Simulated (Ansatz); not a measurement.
Molecular dynamics of GeH4 + H2

input.yaml

```yaml
crystal:
  periodic: [false, false, false]
  atoms:
    - { symbol: H, position_ang: [0.33159, 0.042832, -3.088886] }
    - { symbol: H, position_ang: [0.207745, 0.137963, -2.346862] }
    - { symbol: Ge, position_ang: [-0.107845, -0.036411, 1.08783] }
    - { symbol: H, position_ang: [0.077026, -1.440407, 0.50089] }
    - { symbol: H, position_ang: [-0.260345, -0.13338, 2.610065] }
    - { symbol: H, position_ang: [-1.363731, 0.606096, 0.487424] }
    - { symbol: H, position_ang: [1.11556, 0.823307, 0.749439] }
basis:
  gaussian: { orbitals: def2-SVP }
hamiltonian:
  xc: r2scan
  dispersion: d4
md:
  timestep: 0.5
  n_steps: 100
  ensemble: nve
  temperature: 700.0
  initial_velocities: maxwell_boltzmann
  seed: 108243
```

Command:

```bash
$ ansatz run input.yaml --threads 1 --pin off --max-ram 2048MiB --backend cpu --events-out ev --progress --plain --runs-dir out
```

It starts from a relaxed structure.

Output, in part (one step line in 4, the closing report, with atoms numbered from 0):

```
md step     0: t =     0.00 fs  T =   700.0 K  F+E_penalty+E_count = -56607.33615658 eV  E_kin = 0.452410 eV  conserved = -56606.88374658 eV  (21 SCF iters)
md step     4: t =     2.00 fs  T =   527.9 K  F+E_penalty+E_count = -56607.22388200 eV  E_kin = 0.341152 eV  conserved = -56606.88272973 eV  (23 SCF iters)
md step     8: t =     4.00 fs  T =   321.2 K  F+E_penalty+E_count = -56607.08945476 eV  E_kin = 0.207576 eV  conserved = -56606.88187839 eV  (23 SCF iters)
md step    12: t =     6.00 fs  T =   358.6 K  F+E_penalty+E_count = -56607.11440655 eV  E_kin = 0.231756 eV  conserved = -56606.88265034 eV  (23 SCF iters)
md step    16: t =     8.00 fs  T =   404.9 K  F+E_penalty+E_count = -56607.14494036 eV  E_kin = 0.261703 eV  conserved = -56606.88323721 eV  (23 SCF iters)
md step    20: t =    10.00 fs  T =   257.5 K  F+E_penalty+E_count = -56607.04908254 eV  E_kin = 0.166427 eV  conserved = -56606.88265536 eV  (23 SCF iters)
md step    24: t =    12.00 fs  T =   153.3 K  F+E_penalty+E_count = -56606.98070799 eV  E_kin = 0.099108 eV  conserved = -56606.88159972 eV  (24 SCF iters)
md step    28: t =    14.00 fs  T =   390.4 K  F+E_penalty+E_count = -56607.13527336 eV  E_kin = 0.252311 eV  conserved = -56606.88296212 eV  (23 SCF iters)
md step    32: t =    16.00 fs  T =   562.2 K  F+E_penalty+E_count = -56607.24693178 eV  E_kin = 0.363352 eV  conserved = -56606.88357948 eV  (23 SCF iters)
md step    36: t =    18.00 fs  T =   453.8 K  F+E_penalty+E_count = -56607.17564516 eV  E_kin = 0.293319 eV  conserved = -56606.88232661 eV  (23 SCF iters)
md step    40: t =    20.00 fs  T =   435.0 K  F+E_penalty+E_count = -56607.16337678 eV  E_kin = 0.281149 eV  conserved = -56606.88222750 eV  (23 SCF iters)
md step    44: t =    22.00 fs  T =   564.8 K  F+E_penalty+E_count = -56607.24797098 eV  E_kin = 0.365014 eV  conserved = -56606.88295721 eV  (23 SCF iters)
md step    48: t =    24.00 fs  T =   582.5 K  F+E_penalty+E_count = -56607.25982064 eV  E_kin = 0.376469 eV  conserved = -56606.88335172 eV  (23 SCF iters)
md step    52: t =    26.00 fs  T =   365.7 K  F+E_penalty+E_count = -56607.11896223 eV  E_kin = 0.236378 eV  conserved = -56606.88258466 eV  (23 SCF iters)
md step    56: t =    28.00 fs  T =   209.5 K  F+E_penalty+E_count = -56607.01713561 eV  E_kin = 0.135403 eV  conserved = -56606.88173270 eV  (24 SCF iters)
md step    60: t =    30.00 fs  T =   343.8 K  F+E_penalty+E_count = -56607.10539173 eV  E_kin = 0.222230 eV  conserved = -56606.88316185 eV  (23 SCF iters)
md step    64: t =    32.00 fs  T =   357.9 K  F+E_penalty+E_count = -56607.11441884 eV  E_kin = 0.231280 eV  conserved = -56606.88313881 eV  (23 SCF iters)
md step    68: t =    34.00 fs  T =   227.2 K  F+E_penalty+E_count = -56607.02880938 eV  E_kin = 0.146842 eV  conserved = -56606.88196746 eV  (23 SCF iters)
md step    72: t =    36.00 fs  T =   309.4 K  F+E_penalty+E_count = -56607.08218112 eV  E_kin = 0.199971 eV  conserved = -56606.88221023 eV  (23 SCF iters)
md step    76: t =    38.00 fs  T =   543.4 K  F+E_penalty+E_count = -56607.23425145 eV  E_kin = 0.351175 eV  conserved = -56606.88307646 eV  (23 SCF iters)
md step    80: t =    40.00 fs  T =   618.4 K  F+E_penalty+E_count = -56607.28303077 eV  E_kin = 0.399670 eV  conserved = -56606.88336091 eV  (22 SCF iters)
md step    84: t =    42.00 fs  T =   469.6 K  F+E_penalty+E_count = -56607.18575818 eV  E_kin = 0.303486 eV  conserved = -56606.88227240 eV  (23 SCF iters)
md step    88: t =    44.00 fs  T =   442.2 K  F+E_penalty+E_count = -56607.16804126 eV  E_kin = 0.285777 eV  conserved = -56606.88226440 eV  (23 SCF iters)
md step    92: t =    46.00 fs  T =   526.8 K  F+E_penalty+E_count = -56607.22396996 eV  E_kin = 0.340446 eV  conserved = -56606.88352371 eV  (22 SCF iters)
md step    96: t =    48.00 fs  T =   352.1 K  F+E_penalty+E_count = -56607.11034296 eV  E_kin = 0.227541 eV  conserved = -56606.88280195 eV  (23 SCF iters)
md step   100: t =    50.00 fs  T =   133.9 K  F+E_penalty+E_count = -56606.96827137 eV  E_kin = 0.086509 eV  conserved = -56606.88176192 eV  (22 SCF iters)
Total energy: -56606.96828102 eV, -2080.2677147463 hartree
Atom 0 at     0.304141     0.086565    -1.941136 Å, force     0.034081    -0.029343    -0.288922 eV/Å
Atom 1 at     0.400248    -0.035188    -2.690729 Å, force    -0.037948     0.028825     0.235000 eV/Å
Atom 2 at    -0.103639    -0.043267     1.074774 Å, force    -1.695937     3.518259     1.353527 eV/Å
Atom 3 at    -0.188178    -1.404722     0.595808 Å, force     0.171366    -1.542106    -0.559127 eV/Å
Atom 4 at    -0.088625     0.153878     2.653685 Å, force     0.282517    -0.463962    -0.809982 eV/Å
Atom 5 at    -1.514275     0.757034     0.768103 Å, force     1.074708    -0.930642     0.055865 eV/Å
Atom 6 at     0.891471     0.972840     0.467094 Å, force     0.171212    -0.581031     0.013639 eV/Å
Dipole moment:     0.097902    -0.127646    -0.041566 e Å
```

The run went to its last step. The conserved energy stayed within 0.31 meV per atom of its start (net change 0.28 meV per atom), so the integration is sound. A run of 0.05 ps of so small a system gives no equilibrium averages.

The same pairs are bonded in the first frame and the last. Pairs count as bonded within 1.25 times the sum of covalent radii (0.12 Å more for H–H).

Last frame:

```xyz
7
Properties=species:S:1:pos:R:3
H 0.304 0.087 -1.941
H 0.400 -0.035 -2.691
Ge -0.104 -0.043 1.075
H -0.188 -1.405 0.596
H -0.089 0.154 2.654
H -1.514 0.757 0.768
H 0.891 0.973 0.467
```

Run time: 3.8 min on 1 thread of Arm Neoverse V1 (shared host), peak memory 0.1 GiB.
